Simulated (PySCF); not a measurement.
## Removal energies of Hf⁶²⁺ from EOM-IP-GCCSD

Reference: closed-shell Hf⁶²⁺, [Ne]; one electron is removed. Calculated with PySCF 2.14, two-component X2C-1e with screened spin-orbit coupling, an uncontracted even-tempered set (17 s from 11 bohr⁻², ratio 2.6; 14 p from 14 bohr⁻², ratio 2.6; 6 d from 15 bohr⁻², ratio 2.8; 3 f from 310 bohr⁻², ratio 2.8); frozen 1s2; the 52 highest virtual spinors dropped; of the others 52 kept and the rest restored at second order. No Breit or QED terms. Binding energies in eV.

| level | Koopmans | second order | EOM-CCSD |
| --- | --- | --- | --- |
| 2s1/2 | 16392.6 | 16389.2 | 16389.2 |
| 2p1/2 | 15936.4 | 15933.6 | 15933.6 |
| 2p3/2 | 14697.2 | 14695.4 | 14695.4 |

For comparison, the ionisation energy of Hf⁶²⁺ is 14678 ± 15 eV (theoretical estimate listed by NIST; NIST Atomic Spectra Database, ionization energies).
